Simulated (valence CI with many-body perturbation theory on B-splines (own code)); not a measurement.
## Energy levels of Ru13+

Computed by relativistic CI+MBPT: three valence electrons over a frozen Dirac-Fock core [Ar] 3d10, radial functions for each j: 11 s, 11 p, 10 d, 8 f, 5 g, 2 h, with the one-electron correlation potential Σ1, the two-electron term Σ2, the three-electron term Σ3, Breit, model QED; selected CI, second order for the rest, scaled by the run's own slope (own B-spline code, finite nucleus).

No measured levels were compared; by estimate levels hold to about 250 cm⁻¹ or 0.2 % of their energy and the worst to 1 %, as in measured heavy ions of charge 2 to 7; those with d or f electrons hold less well.

Levels 1 to 45 of 192, with energies above the lowest level, 4s2 4p 2P°_1/2. "Leading %" is the weight of the configuration and term that name the level; weights of strongly mixed levels are sums over their largest components and can fall short.

| No. | Configuration | Term | J | E (cm⁻¹) | Leading % | g | Second component |
| --- | --- | --- | --- | --- | --- | --- | --- |
| 1 | 4s2 4p | 2P° | 1/2 | 0 | 98 | 0.665 |  |
| 2 | 4s2 4p | 2P° | 3/2 | 39253 | 98 | 1.333 |  |
| 3 | 4s 4p2 | 4P | 1/2 | 229260 | 93 | 2.614 | 6 % 4s 4p2 2S |
| 4 | 4s 4p2 | 4P | 3/2 | 249400 | 98 | 1.722 |  |
| 5 | 4s 4p2 | 4P | 5/2 | 265590 | 86 | 1.545 | 13 % 4s 4p2 2D |
| 6 | 4s 4p2 | 2D | 3/2 | 307200 | 88 | 0.832 | 5 % 4s2 4d 2D |
| 7 | 4s 4p2 | 2D | 5/2 | 318400 | 81 | 1.255 | 14 % 4s 4p2 4P |
| 8 | 4s 4p2 | 2P | 1/2 | 342620 | 56 | 1.271 | 37 % 4s 4p2 2S |
| 9 | 4s 4p2 | 2S | 1/2 | 381560 | 56 | 1.451 | 41 % 4s 4p2 2P |
| 10 | 4s 4p2 | 2P | 3/2 | 388780 | 93 | 1.311 |  |
| 11 | 4s2 4d | 2D | 3/2 | 493170 | 92 | 0.800 | 5 % 4s 4p2 2D |
| 12 | 4s2 4d | 2D | 5/2 | 499400 | 93 | 1.200 | 5 % 4s 4p2 2D |
| 13 | 4p3 | 4S° | 3/2 | 570310 | 40 | 1.416 | 30 % 4p3 2D° |
| 14 | 4p3 | 4S° | 3/2 | 592210 | 49 | 1.393 | 42 % 4p3 2D° |
| 15 | 4p3 | 2D° | 5/2 | 595470 | 84 | 1.199 | 14 % 4s 4p 4d 2D° |
| 16 | 4p3 | 2P° | 1/2 | 635360 | 90 | 0.665 | 8 % 4s 4p 4d 2P° |
| 17 | 4p3 | 2P° | 3/2 | 656160 | 64 | 1.318 | 11 % 4p3 2D° |
| 18 | 4s 4p 4d | 4F° | 3/2 | 675640 | 94 | 0.426 |  |
| 19 | 4s 4p 4d | 4F° | 5/2 | 683600 | 93 | 1.040 |  |
| 20 | 4s 4p 4d | 4F° | 7/2 | 696380 | 92 | 1.246 | 5 % 4s 4p 4d 4D° |
| 21 | 4s 4p 4d | 4P° | 5/2 | 715120 | 60 | 1.477 | 21 % 4s 4p 4d 4D° |
| 22 | 4s 4p 4d | 4F° | 9/2 | 716850 | 100 | 1.333 |  |
| 23 | 4s 4p 4d | 4D° | 3/2 | 720020 | 53 | 1.386 | 38 % 4s 4p 4d 4P° |
| 24 | 4s 4p 4d | 4D° | 1/2 | 722820 | 83 | 0.358 | 12 % 4s 4p 4d 4P° |
| 25 | 4s 4p 4d | 4D° | 5/2 | 743410 | 40 | 1.207 | 28 % 4s 4p 4d 2D° |
| 26 | 4s 4p 4d | 2D° | 3/2 | 744000 | 54 | 0.996 | 25 % 4s 4p 4d 4D° |
| 27 | 4s 4p 4d | 4P° | 1/2 | 744770 | 87 | 2.322 | 13 % 4s 4p 4d 4D° |
| 28 | 4s 4p 4d | 4D° | 7/2 | 746640 | 91 | 1.411 | 6 % 4s 4p 4d 4F° |
| 29 | 4s 4p 4d | 4P° | 3/2 | 747790 | 49 | 1.345 | 26 % 4s 4p 4d 2D° |
| 30 | 4s 4p 4d | 4D° | 5/2 | 749670 | 34 | 1.316 | 32 % 4s 4p 4d 4P° |
| 31 | 4s 4p 4d | 2F° | 5/2 | 763790 | 60 | 1.018 | 30 % 4s 4p 4d 2D° |
| 32 | 4s 4p 4d | 2F° | 7/2 | 790040 | 98 | 1.143 |  |
| 33 | 4s 4p 4d | 2P° | 3/2 | 802660 | 67 | 1.213 | 22 % 4s 4p 4d 2D° |
| 34 | 4s 4p 4d | 2F° | 7/2 | 811220 | 83 | 1.152 | 12 % 4s2 4f 2F° |
| 35 | 4s 4p 4d | 2F° | 5/2 | 813860 | 82 | 0.868 | 13 % 4s2 4f 2F° |
| 36 | 4s 4p 4d | 2P° | 1/2 | 823980 | 92 | 0.660 | 4 % 4p3 2P° |
| 37 | 4s 4p 4d | 2P° | 1/2 | 835860 | 92 | 0.658 |  |
| 38 | 4s 4p 4d | 2D° | 3/2 | 842820 | 48 | 1.060 | 47 % 4s 4p 4d 2P° |
| 39 | 4s 4p 4d | 2P° | 3/2 | 843820 | 65 | 1.175 | 26 % 4s 4p 4d 2D° |
| 40 | 4s 4p 4d | 2D° | 5/2 | 847250 | 87 | 1.186 | 6 % 4p3 2D° |
| 41 | 4s2 4f | 2F° | 7/2 | 948730 | 85 | 1.143 | 12 % 4s 4p 4d 2F° |
| 42 | 4s2 4f | 2F° | 5/2 | 949300 | 84 | 0.857 | 13 % 4s 4p 4d 2F° |
| 43 | 4s2 5s | 2S | 1/2 | 966630 | 97 | 2.002 |  |
| 44 | 4p2 4d | 4F | 3/2 | 976760 | 73 | 0.567 | 10 % 4p2 4d 4D |
| 45 | 4p2 4d | 4F | 5/2 | 987000 | 45 | 1.083 | 22 % 4p2 4d 2F |

Names give the largest LS component (configuration and term), which can be under half, so a name can repeat, a term be missing and a line seem to break the LS rules; names also repeat where a configuration has a term twice.

Where two levels of one J and parity lie close, their mixing, g and order are uncertain.

The ionisation energy to 4s2 1S_0 of the next ion comes out as 296.71 eV (NIST: 295.9 ± 0.09 eV (semi-empirical)). All 192 levels together are meant to be complete up to 1509100 cm⁻¹.
